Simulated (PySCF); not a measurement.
Computed shifts of a molecule C4H10Si2, PBE/pcSseg-1 in PySCF, GIAO, gas phase, atoms alike by connectivity averaged where their shifts nearly agree, in ppm (number of nuclei): ¹³C: 105.7 (1), 82.0 (1), 14.9 (1), 6.0 (1). ²⁹Si: -66.2 (1), -100.5 (1). ¹H: 4.71 (1), 4.54 (1), 4.35 (1), 4.09 (1), 2.58 (1), 1.47 (3), 1.39 (2). References: ¹³C against TMS (σ = 182.0 ppm); ²⁹Si against TMS (σ = 335.4 ppm); ¹H against TMS (σ = 31.49 ppm), references at their B3LYP-D3(BJ)/def2-TZVP geometries, non-relativistic. Geometry optimised at B3LYP-D3(BJ)/def2-SVP. One conformer was computed; it need not be the lowest.

Problem. Which molecule gave these data?
(A) CC=C1[SiH2]C[SiH2]1
(B) C[SiH2]C1=C[SiH2]C1
(C) C=C[SiH2][SiH2]C=C
(D) C#C[SiH2][SiH2]CC

Solution. D, C#C[SiH2][SiH2]CC
